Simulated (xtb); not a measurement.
P2, triplet, from a rough starting geometry (a higher spin typed on purpose: for a closed-shell molecule this is an excited state); GFN2-xTB in xtb.

The xtb input:
```
$ xtb mol.xyz --gfn 2 --uhf 2 --opt vtight --json

# file mol.xyz
2

P      0.96012643     0.02612381     0.01308567
P     -0.91807772    -0.01586786    -0.00688399
```

It wrote (shortened):

```
   ID    Z sym.   atoms
    1   15 P      1, 2

           -------------------------------------------------
          |                Calculation Setup                |
           -------------------------------------------------

           -------------------------------------------------
          |                 G F N 2 - x T B                 |
           -------------------------------------------------

          ...................................................
          :                      SETUP                      :
          :.................................................:
          :  # basis functions                  20          :
          :  # atomic orbitals                  18          :
          :  # shells                            6          :
          :  # electrons                        10          :
          :  max. iterations                   250          :
          :  Hamiltonian                  GFN2-xTB          :
          :  restarted?                      false          :
          :  GBSA solvation                  false          :
          :  PC potential                    false          :
          :  electronic temp.          300.0000000     K    :
          :  accuracy                    1.0000000          :
          :  -> integral cutoff          0.2500000E+02      :
          :  -> integral neglect         0.1000000E-07      :
          :  -> SCF convergence          0.1000000E-05 Eh   :
          :  -> wf. convergence          0.1000000E-03 e    :
          :  Broyden damping             0.4000000          :
          :  net charge                          0          :
          :  unpaired electrons                  2          :
          ...................................................

 iter      E             dE          RMSdq      gap      omega  full diag
   1     -4.9547173 -0.495472E+01  0.184E+01    0.00       0.0  T
   2     -4.9568425 -0.212518E-02  0.113E+01    0.00       1.0  T
   3     -4.9569661 -0.123607E-03  0.127E+00    0.00       1.0  T
   4     -4.9569750 -0.887815E-05  0.241E-01    0.00       1.0  T
   5     -4.9569751 -0.178507E-06  0.107E-01    0.00       1.0  T
   6     -4.9569752 -0.155850E-07  0.363E-03    0.00      19.5  T
   7     -4.9569752 -0.241185E-10  0.566E-04    0.00     124.8  T
   8     -4.9569752 -0.586198E-12  0.148E-04    0.00     479.1  T

   *** convergence criteria satisfied after 8 iterations ***

 transition dipole moment (au) for excitation:           5           6
     X       Y       Z
   1.7635   0.0394   0.0187  total (au/Debye):    1.764   4.484
 dE (eV)             :    2.872
 oscillator strength :  0.30968E+00

         :::::::::::::::::::::::::::::::::::::::::::::::::::::
         ::                     SUMMARY                     ::
         :::::::::::::::::::::::::::::::::::::::::::::::::::::
         :: total energy              -4.904959473384 Eh    ::
         :: gradient norm              0.200443795092 Eh/a0 ::
         :: HOMO-LUMO gap              0.000000000000 eV    ::
         ::.................................................::
         :: SCC energy                -4.956975162123 Eh    ::
         :: -> isotropic ES            0.000548134758 Eh    ::
         :: -> anisotropic ES          0.000453910971 Eh    ::
         :: -> anisotropic XC          0.002268460545 Eh    ::
         :: -> dispersion             -0.001111892312 Eh    ::
         :: repulsion energy           0.052015688739 Eh    ::
         :: add. restraining           0.000000000000 Eh    ::
         :: total charge              -0.000000000000 e     ::
         :::::::::::::::::::::::::::::::::::::::::::::::::::::

      -----------------------------------------------------------
     |                   =====================                   |
     |                        A N C O P T                        |
     |                   =====================                   |
     |               Approximate Normal Coordinate               |
     |                Rational Function Optimizer                |
      -----------------------------------------------------------
      -----------------------------------------------------------
     |                   =====================                   |
     |                        A N C O P T                        |
     |                   =====================                   |
     |               Approximate Normal Coordinate               |
     |                Rational Function Optimizer                |
      -----------------------------------------------------------

          ...................................................
          :                      SETUP                      :
          :.................................................:
          :   optimization level         verytight          :
          :   max. optcycles                   200          :
          :   ANC micro-cycles                  20          :
          :   degrees of freedom                 1          :
          :.................................................:
          :   RF solver                   davidson          :
          :   write xtbopt.log                true          :
          :   linear (good luck)              true          :
          :   energy convergence         0.1000000E-06 Eh   :
          :   grad. convergence          0.2000000E-03 Eh/α :
          :   maxmium RF displ.          1.0000000          :
          :   Hlow (freq-cutoff)         0.1000000E-01      :
          :   Hmax (freq-cutoff)         5.0000000          :
          :   S6 in model hess.         20.0000000          :
          ...................................................

generating ANC from exact Hessian ...
Using Lindh-Hessian (1995)
 Shifting diagonal of input Hessian by    0.0000000000000000
 Lowest  eigenvalues of input Hessian
    0.000000    0.000000    0.000000    0.000000    0.000000    0.597228
 Highest eigenvalues
[...]
 * total energy  :    -4.9049595 Eh     change       -0.1030287E-12 Eh
 * total energy  :    -4.9219007 Eh     change       -0.1694124E-01 Eh
 * total energy  :    -4.9232728 Eh     change       -0.1372100E-02 Eh
 * total energy  :    -4.9235856 Eh     change       -0.3128194E-03 Eh
 * total energy  :    -4.9235999 Eh     change       -0.1423435E-04 Eh
 * total energy  :    -4.9235999 Eh     change       -0.7118173E-07 Eh
   *** GEOMETRY OPTIMIZATION CONVERGED AFTER 6 ITERATIONS ***
[...]
          :  restarted?                      false          :
          :  GBSA solvation                  false          :
          :  PC potential                    false          :
          :  electronic temp.          300.0000000     K    :
          :  accuracy                    1.0000000          :
          :  -> integral cutoff          0.2500000E+02      :
          :  -> integral neglect         0.1000000E-07      :
          :  -> SCF convergence          0.1000000E-05 Eh   :
          :  -> wf. convergence          0.1000000E-03 e    :
          :  Broyden damping             0.4000000          :
          :  net charge                          0          :
          :  unpaired electrons                  2          :
          ...................................................

 iter      E             dE          RMSdq      gap      omega  full diag
   1     -4.9407127 -0.494071E+01  0.646E-07    0.00       0.0  T
   2     -4.9407127  0.150990E-13  0.385E-07    0.00  100000.0  T
   3     -4.9407127  0.355271E-14  0.545E-08    0.00  100000.0  T

   *** convergence criteria satisfied after 3 iterations ***

 transition dipole moment (au) for excitation:           5           6
     X       Y       Z
  -1.8512  -0.0414  -0.0197  total (au/Debye):    1.852   4.707
 dE (eV)             :    2.112
 oscillator strength :  0.25097E+00

         :::::::::::::::::::::::::::::::::::::::::::::::::::::
         ::                     SUMMARY                     ::
         :::::::::::::::::::::::::::::::::::::::::::::::::::::
         :: total energy              -4.923599936940 Eh    ::
         :: gradient norm              0.000150633159 Eh/a0 ::
         :: HOMO-LUMO gap              0.000000000000 eV    ::
         ::.................................................::
         :: SCC energy                -4.940712693457 Eh    ::
         :: -> isotropic ES           -0.000348102079 Eh    ::
         :: -> anisotropic ES          0.000146479979 Eh    ::
         :: -> anisotropic XC          0.001445265739 Eh    ::
         :: -> dispersion             -0.001110409859 Eh    ::
         :: repulsion energy           0.017112756517 Eh    ::
         :: add. restraining           0.000000000000 Eh    ::
         :: total charge               0.000000000783 e     ::
         :::::::::::::::::::::::::::::::::::::::::::::::::::::

           -------------------------------------------------
          |                Property Printout                |
           -------------------------------------------------

    * Orbital Energies and Occupations

         #    Occupation            Energy/Eh            Energy/eV
      -------------------------------------------------------------
         1        2.0000           -0.6712072             -18.2645
         2        2.0000           -0.6009599             -16.3530
         3        2.0000           -0.4085009             -11.1159
         4        1.5000           -0.3885801             -10.5738
         5        1.5000           -0.3885801             -10.5738
         6        0.5000           -0.3109505              -8.4614 (HOMO)
         7        0.5000           -0.3109505              -8.4614 (LUMO)
         8                         -0.1642211              -4.4687
         9                         -0.0244903              -0.6664
        10                         -0.0244903              -0.6664
        11                          0.0208528               0.5674
        12                          0.0208528               0.5674
        13                          0.0217448               0.5917
        14                          0.0217448               0.5917
        15                          0.1082473               2.9456
        16                          0.1970440               5.3618
        17                          0.1970440               5.3618
        18                          0.9791218              26.6433
      -------------------------------------------------------------
                  HL-Gap            0.0000000 Eh            0.0000 eV
             Fermi-level           -0.3497653 Eh           -9.5176 eV

     #   Z          covCN         q      C6AA      α(0)
     1  15 P        0.980     0.000   187.059    25.419
     2  15 P        0.980    -0.000   187.059    25.419

 Mol. C6AA /au·bohr⁶  :        748.235411
 Mol. C8AA /au·bohr⁸  :      41452.043312
 Mol. α(0) /au        :         50.838478

Wiberg/Mayer (AO) data.
largest (>0.10) Wiberg bond orders for each atom

 ---------------------------------------------------------------------------
     #   Z sym  total        # sym  WBO       # sym  WBO       # sym  WBO
 ---------------------------------------------------------------------------
     1  15 P    1.765 --     2 P    1.765
     2  15 P    1.765 --     1 P    1.765
 ---------------------------------------------------------------------------

Topologies differ in total number of bonds
Writing topology from bond orders to xtbtopo.mol

molecular dipole:
                 x           y           z       tot (Debye)
 q only:        0.000       0.000       0.000
   full:        0.000       0.000       0.000       0.000
molecular quadrupole (traceless):
                xx          xy          yy          xz          yz          zz
 q only:        0.000       0.000      -0.000       0.000       0.000      -0.000
  q+dip:       -0.619      -0.021       0.309      -0.010      -0.000       0.310
   full:       -2.953      -0.099       1.476      -0.047      -0.001       1.477

optimized geometry written to: xtbopt.xyz

           -------------------------------------------------
          | TOTAL ENERGY               -4.923599936940 Eh   |
          | GRADIENT NORM               0.000150633159 Eh/α |
          | HOMO-LUMO GAP               0.000000000000 eV   |
           -------------------------------------------------

normal termination of xtb
```
